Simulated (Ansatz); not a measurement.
Reaction (ligand exchange at the Si–I bond): `C[Si](F)(Cl)I` + `[OH][AlH2]` → `C[Si](F)(Cl)[O][AlH2]` + HI

Calculated with Ansatz (gas phase, PBE0-D4/def2-TZVP geometries, no zero-point term in ΔE). CBS: MP2 limit from def2 TZ/QZ plus the TZ coupled-cluster correction, frozen cores. This one scheme is used for every species. DFT in def2-TZVPP. Elements past krypton have def2 core potentials. For I outer-core shells are correlated without core-valence functions, which leaves a few kJ/mol of doubt a bond. Each species was taken in one conformer, which may not be the lowest.

```csv
level,ΔE (kJ/mol),difference from CCSD(T)/CBS
r2SCAN-D4,-57.9,-0.4
ωB97X-V,-61.1,-3.6
ωB97M-V,-60.5,-3.0
B2PLYP,-63.5,-6.0
PBE,-43.7,13.8
r2SCAN,-57.5,0.0
CCSD(T)/def2-TZVPP,-67.4,-9.9
HF/def2-QZVPP,-86.6,-29.1
SCS-MP2/def2-QZVPP,-59.1,-1.6
MP2/CBS(def2),-45.9,11.6
CCSD(T)/CBS,-57.5,0
```

Largest T1 diagnostic among the species: 0.012.

From PBE to PBE0 (25 % exact exchange), in def2-TZVPP and without D4, ΔE moves by −7.4 kJ/mol. In def2-TZVPP, CCSD(T) changes the Hartree–Fock value by +17.6 kJ/mol (the triples alone add +4.2 kJ/mol) and MP2 by +29.1 kJ/mol.

CCSD(T)/CBS has its own doubt, a few kJ/mol and more with outer-core shells, so smaller differences from it don't rank the levels.
